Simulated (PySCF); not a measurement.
# Broadened absorption spectrum of C6H10S

C₆H₁₀S.
SMILES: `C=C/C(C)=C\SC`

Computed, not measured: PySCF 2.14.0, density-fitted response routines, TDDFT PBE0/def2-SVPD, vertical, gas phase, core orbitals frozen in the response. One conformer (not necessarily the lowest) at the GFN2-xTB geometry, without solvent, vibrations or thermal averaging. Torsions of this conformer, `[CH2:1]=[CH:2]/[C:3]([CH3:4])=[CH:5]\[S:6][CH3:7]`: C1–C2–C3–C4 0°, C3–C5–S6–C7 180°.

Broadening: Gaussians 0.25 eV wide at half height, area fixed by f = 4.319×10⁻⁹ ∫ε dν̃. The width is an assumption, not a result. The curve ends short of the highest state used, and states not computed would add to its high-energy end.

λ (nm), ε (L mol⁻¹ cm⁻¹) and a bar:
```
    217.4        792 #
    220.0        498 
    222.7        451 
    225.3        613 
    227.9        730 #
    230.6        633 
    233.2        402 
    235.8        193 
    238.5         75 
    241.1         38 
    243.7         32 
    246.4         30 
    249.0         25 
    251.6         16 
    254.3          9 
    256.9          9 
    259.5         36 
    262.2        177 
    264.8        677 #
    267.4       2094 ##
    270.1       5471 ####
    272.7      11376 #########
    275.3      19778 ###############
    278.0      29364 #######################
    280.6      36496 ############################
    283.2      38988 ##############################
    285.9      35887 ############################
    288.5      28863 ######################
    291.1      20425 ################
    293.8      12547 ##########
    296.4       6984 #####
    299.0       3488 ###
    301.7       1522 #
    304.3        621 
    306.9        231 
    309.6         76
```

Problem. Locate the maxima and give the states behind the curve.

Solution. 283 nm (4.38 eV), ε about 39000, made up of S1 (100%); 228 nm (5.43 eV), ε about 730, made up of S3 (99%) (ε in L mol⁻¹ cm⁻¹; maxima over ε = 5, shares over 10%). At its high-energy end, 5.70 eV, the curve is still rising (ε about 780, from S4). The states used: S1 4.38 eV (f 0.362); S2 5.05 eV (f 0.0003); S3 5.43 eV (f 0.0067); S4 5.78 eV (f 0.0090); S5 6.02 eV (f 0.018); S6 6.30 eV (f 0.313).

Problem. On this curve, what absorbance would a 10⁻⁴ mol/L sample give at 254 nm over a 1 cm path?

Solution. 254 nm is 4.881 eV, where ε is about 9.3 L mol⁻¹ cm⁻¹, so A = ε c l ≈ 0.00093 (Beer–Lambert, with the gas-phase spectrum and the assumed width).

Problem. What would ε be at 4.38 eV, the highest of these maxima, with half the width (0.125 eV)?

Solution. About 78000 L mol⁻¹ cm⁻¹ against 39000, a factor of about 2.00; a lone state at its own centre would give exactly 2.

The run took 71 s on an Arm Neoverse N1 with one thread (shared host), and the process peaked at 0.90 GiB of memory.
